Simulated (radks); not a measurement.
Results of a calculation; reference values are marked as such.
The thulium anion Tm- inside a hard spherical wall (all orbitals vanish at R), configuration held at [Xe] 4f14 6s2 and not refilled when levels cross. Level of theory: scalar-relativistic Kohn-Sham, r2SCAN, spin-polarised, spherical densities, finite nucleus; meta-GGA in the generalised Kohn-Sham scheme; Fermi nuclear charge, rms radius 5.2256 fm (a radial shooting solver on a logarithmic mesh with Libxc functionals). Eigenvalues in eV for spin up, with the zero of energy where the potential of the charges vanishes at infinity; a dash marks a level that is unbound or too diffuse for the functional's potential to be trusted. A positive occupied level is held by the wall or, in an anion where self-interaction has pushed it up, behind a barrier. The pressure on the wall is -dE/dV.

R (bohr)  E (hartree)  kinetic (hartree)    e(5s)    e(5p)   e(6s)  e(6p, empty)  e(5d, empty)   e(4f)  pressure (GPa)
12        -13567.3203          14744.486  -47.449  -20.797   0.638             -             -   5.151           0.123
10        -13567.2998          14744.506  -46.188  -19.597   1.276             -             -   6.476           0.335
7         -13567.1944          14744.785  -42.892  -16.433   3.719             -             -   9.855            3.69
6         -13567.0830          14745.090  -40.978  -14.624   5.784        10.245        10.082  11.838            10.4
4         -13566.1593          14747.938  -33.480   -7.696  19.466        29.944        19.565  20.067             171
3         -13563.5123          14757.095  -22.365    3.434  50.275        69.279        35.661  33.455            1410
2.5       -13559.0339          14772.250   -9.258   17.998  93.086        119.63        56.009  49.437            5310
2         -13546.0728          14813.362   20.793   53.194  194.72        233.14        102.99  82.294           25800
1.5       -13498.9420          14953.164   115.26   163.88  483.52        542.08        239.63  160.24          188000
